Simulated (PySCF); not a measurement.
Zn(Cl)(OSiH3) (ClH3OSiZn), SMILES [O]([Zn][Cl])[SiH3]. Atoms are numbered in the order given.

```xyz
7

Zn     0.1301    -0.4775     0.0000
Cl    -0.2010    -2.5527     0.0000
O      0.5077     1.2470     0.0000
Si    -0.2265     2.7237     0.0000
H     -1.0944     2.9091     1.2065
H      0.8113     3.7946     0.0000
H     -1.0944     2.9091    -1.2065
```
Charge 0, spin multiplicity 1.

Geometry optimised at B3LYP-D3(BJ)/def2-SVP. The structure was generated by enumeration; whether it is a known compound was not checked. Other conformers were not sampled.

Computed with PBE0/def2-TZVP run with PySCF.

Isolated molecule, no solvent.

Computed frontier levels, gap, dipole moment and polarisability:
```json
{
 "highest_occupied_level": "-8.53 eV",
 "lowest_empty_level": "-1.68 eV",
 "orbital_gap": "6.85 eV",
 "dipole_moment": "0.26 D",
 "quadrupole, principal values (traceless, Buckingham form, about the centre of nuclear charge)": "-9.36, 4.39, 4.96 D·Å",
 "mean_static_polarisability": "61.5 bohr³ (9.11 Å³)",
 "polarisability_principal_values": "50.4, 50.5, 83.5 bohr³"
}
```
